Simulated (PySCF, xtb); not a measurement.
chlorosilylboronic acid (BClH4O2Si), SMILES OB(O)[SiH2]Cl.

GFN2-xTB (xtb) at its own geometry gives an orbital gap of 4.11 eV and a dipole moment of 2.01 D.

Geometry: B3LYP-D3(BJ)/def2-SVP. The values are those of a single conformer.

Q: What does ωB97X/def2-TZVP (PySCF) give? (The exact figures need the calculation; the answer reports its results.)

A: gap 11.97 eV (levels -10.59 and 1.38 eV), dipole 2.32 D.
